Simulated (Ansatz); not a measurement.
Cost and result up the ladder for the cluster As₆P₂ (8 atoms). Total charge 0; singlet. Geometry: PBE-D4/def2-SVP.

```csv
atom,x (Å),y (Å),z (Å)
P1,0.0441,1.0528,-1.5909
P2,1.5702,0.2713,1.3861
As3,-1.8605,-1.9225,-0.2452
As4,-0.6271,0.9257,1.8572
As5,-1.8536,0.5207,-0.3086
As6,0.8396,2.3124,0.3808
As7,1.6048,-0.5593,-0.8730
As8,0.2825,-2.6010,-0.6064
```

Ansatz on 4 threads of Arm Neoverse V1 on a shared host. Times are rough, and most runs start from the orbitals of an earlier one. No level here is sound enough to serve as a yardstick. Binding counts from free atoms at the same level (P quartet, As quartet; other spins of the atoms weren't run), without zero-point energy or a counterpoise term.

Correlated methods freeze 64 core orbitals; core or outer-core shells of As are correlated, in sets that lack core-valence functions. The rows differ in basis, and correlated rows in double-zeta sets carry the largest basis error. The structure comes from a short search, and lower isomers may exist.

Run but left out: HF/STO-3G, HF/def2-TZVP (restricted singlet, unstable in another Hartree–Fock run and untested here).

Correlated methods converge slowly with the basis, most of all in double-zeta sets.

```csv
level,functions,binding energy per atom (eV),remarks
PBE-D4/def2-SVP,228,2.97,restricted SCF unstable in HF
r2SCAN-D4/def2-TZVP (with forces),362,2.76,restricted SCF unstable in HF
PBE0-D4/def2-TZVP,362,2.78,restricted SCF unstable in HF
MP2/def2-SVP,228,2.17,restricted SCF unstable
PBE0-D4/def2-SVP,228,2.72,restricted SCF unstable in HF
revPBE-D4/def2-TZVP,362,2.90,restricted SCF unstable in HF
PBE-D4/def2-TZVP,362,3.02,restricted SCF unstable in HF
```

Q: Estimate how long each takes.

A: PBE-D4/def2-SVP 5.5 s; PBE-D4/def2-TZVP 11 s; revPBE-D4/def2-TZVP 11 s; PBE0-D4/def2-SVP 14 s; MP2/def2-SVP 23 s; r2SCAN-D4/def2-TZVP (with forces) 30 s; PBE0-D4/def2-TZVP 48 s. On shared hardware such times vary by a factor of up to 3.
